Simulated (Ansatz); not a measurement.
Molecule: C6H6N (charge 0, doublet). It need not be the lowest isomer of its formula. 
Coordinates optimised at B3LYP-D3(BJ)/def2-TZVP (Ansatz, an electronic-structure program):
```
C
C 1 1.3902
H 2 1.0788 1 125.15
C 1 1.3902 2 111.63 3 -180.00
H 4 1.0788 1 125.15 2 -180.00
C 1 1.4273 2 124.19 3 0.00
N 6 1.1517 4 152.49 5 0.00
C 2 1.4988 3 125.06 1 -180.00
H 8 1.0944 2 111.37 3 59.00
H 8 1.0944 9 105.93 2 121.23
C 4 1.4988 5 125.06 1 -180.00
H 11 1.0944 4 111.37 5 -59.00
H 11 1.0944 12 105.93 4 -121.23
```
Charge 0, spin multiplicity 2.

Quantity: atomisation energy (electronic, to ground-state atoms), in kcal/mol. Valence correlation only, unless marked. UHF or UKS for open shells. No spin-orbit coupling. Non-relativistic. The coupled-cluster limit lacks core correlation, which all-electron functionals hold. CBS marks a two-point X^-3 extrapolation of the correlation energy; Hartree-Fock from the larger set. [CCSD(T)-MP2]/basis is that difference in the basis named.

```
level                                                     program  atomisation energy (kcal/mol)
-------------------------------------------------  --------------  -----------------------------
SVWN5/def2-TZVPD                                           Ansatz                         1656.0
PBE0-D3(BJ)/def2-TZVPD                             Ansatz + dftd3                         1453.5
PBE0/def2-TZVP                                             Ansatz                         1447.0
PBE0/def2-QZVPP                                            Ansatz                         1448.2
r2SCAN0/def2-TZVPD                                         Ansatz                         1411.3
wB97M-V/def2-TZVPD                                         Ansatz                         1432.3
B2GP-PLYP-D3(BJ)/def2-TZVPD                        Ansatz + dftd3                         1416.0
MP2/CBS(cc-pVTZ,cc-pVQZ)                                   Ansatz                         1449.3
RI-MP2/cc-pVTZ                                             Ansatz                         1412.4
SCS-MP2/STO-3G                                             Ansatz                         1382.8
SCS-MP2/cc-pVQZ                                            Ansatz                         1421.5
CCSD/cc-pVDZ                                               Ansatz                         1295.9
CCSD(T)/cc-pVDZ                                            Ansatz                         1316.0
RI-MP2/CBS(cc-pVTZ,cc-pVQZ)+[CCSD(T)-MP2]/cc-pVTZ          Ansatz                         1422.9
CCSD(T)/CBS(cc-pVTZ,cc-pVQZ)                               Ansatz                         1422.8
```

The UHF reference is spin-contaminated (<S^2> 0.32 over the pure value in the largest basis).
